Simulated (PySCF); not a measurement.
**Magnetisability: SMILES c1c(C#C)sc(C=C)c1, C8H6S**

Geometry (Å), atoms numbered from 1 in this order:
```xyz
15

C     4.064    0.377    0.114
C     2.899    0.105   -0.005
C     1.540   -0.192   -0.142
C     0.965   -1.423   -0.332
C    -0.432   -1.361   -0.429
C    -0.937   -0.089   -0.315
C    -2.319    0.300   -0.372
C    -2.768    1.547   -0.260
S     0.342    1.068   -0.082
H     5.083    0.599    0.217
H     1.539   -2.330   -0.398
H    -1.056   -2.224   -0.579
H    -3.010   -0.520   -0.520
H    -3.818    1.777   -0.311
H    -2.096    2.376   -0.112
```

Method: GIAO CAM-B3LYP/pcSseg-1 magnetisability, rotational g tensor and spin-rotation constants, non-relativistic, gas phase (PySCF). Geometry: GFN2-xTB.

(1) How diamagnetic is it, and how anisotropic?

(2) Split it along the inertial axes a, b, c into diamagnetic and paramagnetic parts about the centre of mass, with the quadrupole moment.

(3) And the rotational g tensor?

Answers

(1) Isotropic -1392 × 10⁻³⁰ J/T², or -83.8 × 10⁻⁶ cm³/mol; principal values -1864, -1212, -1100 × 10⁻³⁰ J/T², anisotropy 714 × 10⁻³⁰ J/T² (root of half the summed squared differences of the principal values). The susceptibility is in cgs units.

(2) 
```
axis  χ (10⁻⁶ cm³/mol)  diamagnetic (10⁻⁶ cm³/mol)  paramagnetic (10⁻⁶ cm³/mol)  summed x² of all electrons (Å²)  quadrupole Θ (D Å)
   a             -73.0                      -413.2                        340.2                            323.0              +10.15
   b             -66.3                     -1428.0                       1361.8                             83.8               +2.67
   c            -112.2                     -1725.8                       1613.5                             13.6              -12.81
```
Anisotropies 2χaa − χbb − χcc = +32.6 and 2χbb − χaa − χcc = +52.6 × 10⁻⁶ cm³/mol. Θ is traceless in Buckingham's convention.

(3) 
```
axis  rotational constant (GHz)        g  nuclear part  electronic part
   a                     4.0264  -0.0631        0.5804          -0.6435
   b                     0.8959  -0.0150        0.5582          -0.5732
   c                     0.7328  +0.0067        0.5622          -0.5555
```
Asymmetric top; isotopes 12C, 1H, 32S; no vibrational averaging.
